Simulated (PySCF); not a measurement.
**Electron correlation in Tl (thallium, neutral)**

[Xe] 4f14 5d10 6s2 6p1, 2P determinant. All numbers are calculated (PySCF 2.14, a scalar-relativistic core potential, in aug-cc-pwCVTZ-PP with ECP60MDF). Frozen: 5s2 5p6 5d10; 3 electrons correlated.

| level | correlation energy (mhartree) |
| --- | --- |
| CCSD | -36.05 |
| (T) | -0.55 |
| CCSD(T) | -36.60 |

Diagnostics: T1 = 0.010, D1 = 0.0230, largest double amplitude 0.039.

Question: Is a single reference adequate?

Answer: Yes, within this model without spin-orbit coupling: T1 lies below 0.03 and no double amplitude reaches 0.07.
